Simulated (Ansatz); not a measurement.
Two isomers of C2H9BOSi: A = `B[SiH2]COC`, B = `BC(C)O[SiH3]`.

Calculated with Ansatz (gas phase, PBE0-D4/def2-TZVP geometries, no zero-point term in ΔE). CCSD(T)/CBS adds triple-zeta CCSD(T) − MP2 to the extrapolated MP2 energy (def2 sets, frozen cores). DFT in def2-TZVPP. B3LYP here is the variant with VWN-RPA as its local correlation; programs differ in this. One conformer a species, not always the lowest.

(1) Which is lower in electronic energy at CCSD(T)/CBS, and by how much? (An estimate is asked.)

(2) Give E(B) − E(A) in kcal/mol with B3LYP, r2SCAN-D4, MP2/def2-TZVPP, B3LYP-D4, ωB97M-V, B2PLYP, PBE0-D4. (Estimate.)

Largest T1 diagnostic: 0.011.

Answers

(1) Ansatz gave: B, by 40.8 kcal/mol.

(2) Ansatz gave: B3LYP -38.8, r2SCAN-D4 -39.4, MP2/def2-TZVPP -43.0, B3LYP-D4 -39.8, ωB97M-V -40.9, B2PLYP -40.6, PBE0-D4 -37.6. None reverses the order clearly.

From PBE to PBE0 (25 % exact exchange), in def2-TZVPP and without D4, E(B) − E(A) moves by −1.9 kcal/mol. The D4 term adds −1.0 kcal/mol with B3LYP and −0.6 kcal/mol with PBE0; it sums over pairs of atoms, weighted by their polarisabilities, and B3LYP, whose exchange is more repulsive, gets the larger term.
